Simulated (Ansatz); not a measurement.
FeMe2 (C2H6Fe): single points at one geometry.

```yaml
crystal:
  periodic: [false, false, false]
  atoms:
    - {symbol: Fe, position_ang: [0.058387, -0.098331, 0.000109]}
    - {symbol: C, position_ang: [0.002842, -0.002061, 2.025331]}
    - {symbol: H, position_ang: [-0.119544, 1.030644, 2.371946]}
    - {symbol: H, position_ang: [0.920968, -0.387027, 2.484474]}
    - {symbol: H, position_ang: [-0.830239, -0.580826, 2.442121]}
    - {symbol: C, position_ang: [0.002176, -0.006555, -2.025317]}
    - {symbol: H, position_ang: [-0.963890, -0.344166, -2.419783]}
    - {symbol: H, position_ang: [0.773797, -0.629058, -2.493115]}
    - {symbol: H, position_ang: [0.155502, 1.017380, -2.385755]}
basis:
  gaussian: {orbitals: STO-3G}
magnetization: {spin_polarized: true, initial_magnetization: 4}
hamiltonian: {xc: hf}
scf: {omitted_lower_state_checks: [starts]}
output: {orbitals: {seedname: orbitals}}
```

The file start.molden holds the orbitals of an earlier run on this structure, at another level or in another basis.

```sh
$ ansatz run in.yaml --threads 2 --pin off --events-out ev --progress --plain --max-ram 4352MiB
```

It prints (some lines left out):

```
Functional definition: HF
  name "HF"
  cite "Fock, Z. Phys. 61, 126 (1930) doi:10.1007/BF01340294"
  parent pbe
  exchange = exact_x
  correlation = 0
these checks for a lower state are left out or cut short: starts
465 factors; integrals over basis functions are off by at most 1.2e-3 eV
mean field evaluation 1: about -36084.2746 eV, gradient 5.6e1 eV
mean field evaluation 2: about -36084.5696 eV, gradient 5.6e1 eV
mean field evaluation 4: about -36110.4957 eV, gradient 1.8e1 eV
mean field evaluation 8: about -36117.2191 eV, gradient 2.3e0 eV
mean field evaluation 16: about -36117.6208 eV, gradient 4.4e-3 eV
mean field -36117.56553726 eV, -1327.2960521290 hartree, gradient 7.9e-6 eV, S^2 6.863239; 0 other end points of the search recorded, 0 dependent functions left out
reference -36117.56553726 eV, -1327.2960521290 hartree; 24, 20 occupied and 10, 14 virtual orbitals, 465 factors
Total energy: -36117.56553726 eV, -1327.2960521290 hartree
Checks for a lower state left out: starts
```

It took 0.3 s on 2 threads of Arm Neoverse V1 on a shared host.

As the first input, with `gaussian: {orbitals: def2-TZVP, initial_orbitals: start.molden}`, `hamiltonian: {xc: {text: "exchange = 0.95*pbe_x + 0.05*exact_x\ncorrelation = pbe_c"}}` (abridged; 19 s):

```
Functional definition: unnamed
mean field evaluation 16: about -36549.6707 eV, gradient 2.5e-5 eV
mean field -36549.67068303 eV, -1343.1756233446 hartree, gradient 6.6e-6 eV, S^2 6.015321
Total energy: -36549.67073251 eV, -1343.1756251632 hartree
Checks for a lower state left out: starts
```

As the first input, with `gaussian: {orbitals: def2-TZVP, initial_orbitals: start.molden}`, `hamiltonian: {xc: r2scan, dispersion: d4}` (abridged; 26 s):

```
Functional definition: r2SCAN
mean field evaluation 16: about -36557.3639 eV, gradient 1.1e-5 eV
mean field -36557.36386138 eV, -1343.4583424346 hartree, gradient 5.4e-6 eV, S^2 6.019945
Total energy: -36557.39220664 eV, -1343.4593841036 hartree
Checks for a lower state left out: starts
```

As the first input, with `gaussian: {orbitals: def2-TZVP, initial_orbitals: start.molden}`, `hamiltonian: {xc: {text: "exchange = 0.50*pbe_x + 0.50*exact_x\ncorrelation = pbe_c"}}` (abridged; 13 s):

```
Functional definition: unnamed
mean field -36551.83348345 eV, -1343.2551047943 hartree, gradient 9.5e-6 eV, S^2 6.023551
Total energy: -36551.83350816 eV, -1343.2551057023 hartree
Checks for a lower state left out: starts
```

First input, but with `gaussian: {orbitals: def2-TZVPD, initial_orbitals: start.molden}`, `hamiltonian: {xc: pbe, dispersion: d4}` (abridged; 18 s):

```
Functional definition: PBE
mean field evaluation 16: about -36549.5371 eV, gradient 1.3e-6 eV
mean field -36549.53711042 eV, -1343.1707146417 hartree, gradient 1.3e-6 eV, S^2 6.013776
Total energy: -36549.65545100 eV, -1343.1750635778 hartree
Checks for a lower state left out: starts
```

First input, but with `gaussian: {orbitals: def2-TZVP, initial_orbitals: start.molden}`, `hamiltonian: {xc: {text: "exchange = 0.90*pbe_x + 0.10*exact_x\ncorrelation = pbe_c"}}` (abridged; 20 s):

```
Functional definition: unnamed
mean field evaluation 16: about -36549.8509 eV, gradient 9.0e-6 eV
mean field -36549.85086039 eV, -1343.1822447405 hartree, gradient 9.0e-6 eV, S^2 6.016807
Total energy: -36549.85090696 eV, -1343.1822464519 hartree
Checks for a lower state left out: starts
```

First input, but with `gaussian: {orbitals: def2-TZVP, initial_orbitals: start.molden}`, `hamiltonian: {xc: pbe0, dispersion: d4}` (abridged; 20 s):

```
Functional definition: PBE0
mean field evaluation 16: about -36550.4936 eV, gradient 2.7e-5 eV
mean field -36550.49357539 eV, -1343.2058640810 hartree, gradient 5.2e-6 eV, S^2 6.020413
Total energy: -36550.59253350 eV, -1343.2095007247 hartree
Checks for a lower state left out: starts
```

Geometry: PBE0-D4/def2-TZVP.

At HF/STO-3G the charge 0 quintet is spin-contaminated (final ⟨S²⟩ up to 6.86, 6.00 for a pure state).
